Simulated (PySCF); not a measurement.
difluoromethyl(fluoro)silane (CH3F3Si), SMILES [SiH2](F)C(F)F. Heavy atoms are numbered as in [F:1][SiH2:2][CH:3]([F:4])[F:5]. Hydrogens are named by the atom that carries them.

Coordinates come from a PBE-D3(BJ)/def2-SVP optimisation. Other conformers were not sampled.

Computed with PBE/def2-TZVP run with PySCF.

ESP charges are fitted to the potential on shells at 1.4 to 2.0 van der Waals radii. Atomic charges (e), one atom of each kind:

```tsv
atom	ESP fit	meta-Löwdin	Mulliken
F1	-0.20	(withheld)	-0.29
Si2 (SiH2)	0.38	(withheld)	0.43
C3 (CH)	0.15	0.20	0.17
F4	-0.16	(withheld)	-0.17
H on Si2	-0.05	-0.09	-0.02
H on C3	0.09	0.12	0.07
```

Problem. Complete the blanks. (The exact figures need the calculation; the answer reports its results.)

Solution. 
- F1, meta-Löwdin: -0.47
- Si2 (SiH2), meta-Löwdin: 0.88
- F4, meta-Löwdin: -0.27

Problem. Give the Mayer and Wiberg (Löwdin basis) orders of the bonds. (Estimate from the structure and the level; the computed values follow.)

Solution. 
```
bond    Mayer  Wiberg
------  -----  ------
F1–Si2   1.13    1.73
Si2–C3   0.95    1.08
C3–F4    1.07    1.73
C3–F5    1.07    1.73
```
